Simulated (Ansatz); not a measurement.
A nudged elastic band was laid between two geometries of Cl2H2OSi + H2 (8 atoms, charge 0, multiplicity 1).

Method: RKS revPBE-D4/def2-SVP (Ansatz).

* movable images: 7
* climbing image: yes
* spring: 5.0 eV/Å²
* optimiser: quadratic models (default)
* start path: through a guess of the saddle point
* force threshold: 0.05 eV/Å
* iteration limit: 60
* end points: relaxed

Image 0:

```xyz
8
Properties=species:S:1:pos:R:3
Si -0.522 0.451 -1.013
O 0.792 1.000 -0.161
Cl -0.015 -1.115 -2.278
Cl -1.998 -0.250 0.277
H -1.040 1.597 -1.805
H 0.441 -0.947 2.134
H 1.150 -1.104 2.378
H 1.191 0.370 0.468
```

Image 8:

```xyz
8
Properties=species:S:1:pos:R:3
Si -0.154 -0.381 -0.906
O 0.778 0.958 1.311
Cl -0.744 -1.348 -2.666
Cl -1.679 -0.759 0.488
H -0.097 1.071 -1.233
H -0.101 1.300 1.569
H 1.113 -1.045 -0.486
H 0.884 0.204 1.923
```

Q: Which bonds break or form, and what moves?

A: Bonds broken: Si1–O2, H6–H7. Bonds formed: Si1–H7, O2–H6. Cl2H2OSi + H2 becomes Cl2H2Si + H2O.

Q: Give the energies along the band, and the barrier.

A: The run converged. The highest image is number 4 of 0 to 8, 205.1 kJ/mol above the first end and 139.7 kJ/mol above the last; the last end lies 65.4 kJ/mol above the first. Neighbouring images differ by up to 1.7 eV, so the band resolves the path poorly. A vibrational analysis at the climbing image gives one clearly imaginary mode, 1174i cm⁻¹: a first-order saddle point. The orbitals stay closed-shell, which can raise the energy where a bond breaks towards radicals; this wasn't checked here.

| image | path coordinate (Å) | energy (kJ/mol) | Si1–O2 (Å) | H6–H7 (Å) | Si1–H7 (Å) |
| --- | --- | --- | --- | --- | --- |
| 0 | 0.00 | 0.0 | 1.66 | 0.77 | 4.09 |
| 1 | 1.10 | 0.4 | 1.66 | 0.77 | 3.66 |
| 2 | 2.21 | 6.3 | 1.66 | 0.76 | 3.13 |
| 3 | 3.31 | 44.5 | 1.68 | 0.77 | 2.62 |
| 4 | 4.42 | 205.1 | 1.91 | 1.08 | 1.73 |
| 5 | 5.69 | 93.8 | 2.51 | 1.92 | 1.50 |
| 6 | 6.96 | 74.6 | 2.73 | 2.55 | 1.49 |
| 7 | 8.24 | 68.1 | 2.77 | 2.96 | 1.49 |
| 8 | 9.51 | 65.4 | 2.75 | 3.35 | 1.49 |

Q: What is the geometry of the highest image?

A: 
```xyz
8
Properties=species:S:1:pos:R:3
Si -0.342 -0.111 -0.463
O 1.099 0.679 0.504
Cl -0.225 -1.687 -1.848
Cl -2.145 0.108 0.575
H -0.396 1.035 -1.427
H 0.813 -0.358 1.014
H 0.237 -1.224 0.724
H 0.959 1.557 0.921
```

The run took 5 min on 2 threads of Arm Neoverse V1, with other jobs on the host, peak memory 0.13 GiB.
